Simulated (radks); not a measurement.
Question: Radial electron density D(r) = 4 pi r^2 rho(r) of an atom or ion with 28 electrons. Calculated with a radial shooting solver on a logarithmic mesh with Libxc functionals: Dirac Kohn-Sham, BLYP, spin-unpolarised, spherical densities, finite nucleus; Fermi nuclear charge, rms radius of each element as measured or else 0.836 A^(1/3) + 0.57 fm.

r (bohr),D(r) (e/bohr)
0.001717,2.023
0.002148,2.995
0.002709,4.453
0.003389,6.457
0.00424,9.233
0.005305,12.97
0.006637,17.84
0.008303,23.87
0.01047,31.15
0.0131,38.59
0.01639,45.43
0.0205,50.30
0.02565,51.98
0.03209,50.12
0.04015,46.21
0.05063,43.58
0.06335,45.99
0.07925,53.61
0.09915,61.49
0.124,62.16
0.1552,53.22
0.1957,41.75
0.2448,39.06
0.3063,44.32
0.3832,45.81
0.4794,35.80
0.5998,19.75
0.7564,7.021
0.9464,1.628
1.184,0.2225
1.481,0.01624

What is the nuclear charge?

Answer: Z = 41. The innermost maximum, from 1s, lies near gamma/Z bohr with gamma = sqrt(1 - (Z/c)^2) = 0.954, here 0.0233 bohr (found: 0.0254), and its height grows with Z. The density is that of the niobium ion Nb13+ in [Ar] 3d10; the configuration itself is not fixed sharply by these data, and Z only to a few units. D(r) has 3 maxima, at r = 0.0254, 0.113, 0.357 bohr, and minima at 0.0519, 0.232 bohr, inside which lie 2.07, 11.22 electrons.
